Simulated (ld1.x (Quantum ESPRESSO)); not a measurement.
Which setting gave this result? (B, TM)

Base potential:

| Item | Value |
| --- | --- |
| Element | B |
| Generator | ld1.x (Quantum ESPRESSO) 7.5 |
| Type | norm-conserving Troullier–Martins (Kleinman–Bylander form) |
| Functional | Wu–Cohen |
| Relativity | non-relativistic |
| Frozen core | [He] |
| Valence charge | 3 |
| Reference configuration | 2s1 2p0 (charge +2) |
| Partial waves | 2p (bound, empty): rc 1.95 bohr; 3d channel at 0.4 Ry: rc 1.80 bohr; 2s (bound): rc 1.20 bohr |
| Local potential | the s channel |
| Core correction | a·sin(br)/r model core inside 0.55 bohr |

Cutoffs, loose and tight: the cutoffs (Ry, on a coarse ladder) from which the occupation-weighted sum of valence levels, in a spherical-Bessel basis at the reference potential, stays within 10 and 1 mRy of its value at 400 Ry. They do not see the model core or the augmentation charge, which bear on the density cutoff. Test errors are all-electron minus pseudo excitation energies from the reference, over the configurations 2s2 2p1; 2s2 2p0; 2s2 2p0.5; 2s1 2p2; 2s1 2p1; 2s0 2p3; 2s2 2p1.3; variants that change the core or the reference have their own tests.

Only the s radius is moved:

```csv
s radius (bohr),"cutoff, loose","cutoff, tight",bound ghosts,largest test error (meV)
0.78,140 Ry,180 Ry,none,+145
1.34,21 Ry,55 Ry,none,+115
1.52,18 Ry,50 Ry,none,+137
1.72,15 Ry,40 Ry,none,+180
```

Q: One more run gave cutoff, loose: 40 Ry; cutoff, tight: 80 Ry; bound ghosts: none; largest test error (meV): +121. Which value of the s radius was used?

A: 1.02 bohr. The loose cutoff moves one way along this sweep, from 140 Ry at 0.78 to 15 Ry at 1.72 bohr, which places the run between 0.78 and 1.34 bohr.
